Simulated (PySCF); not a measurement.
Radial density of Ne²⁺ (neon, charge +2)

r2SCAN, [He] 2s2 2p4, high-spin 3P determinant. Calculation: PySCF 2.14, in jorge-DZP-DKH; scalar relativity by spin-free X2C-1e.

```
r (bohr)  4πr²ρ (e/bohr)  4πr²(ρα − ρβ)
 0.00228         0.04132         0.0000
 0.00384          0.1141         0.0000
 0.00645          0.3043        -0.0001
  0.0109          0.7705        -0.0002
  0.0183           1.858        -0.0002
  0.0307           4.065         0.0006
  0.0516           7.561         0.0081
  0.0869           10.66         0.0538
   0.146           9.708         0.2567
   0.246           5.506         0.8686
   0.413           5.651         1.9722
   0.695           6.978         2.2662
    1.17           2.928         0.9241
    1.97          0.2520         0.0584
    3.31        0.003914         0.0012
```

Densities and radii are taken from the X2C orbitals without a picture-change correction, which distorts them close to the nucleus.
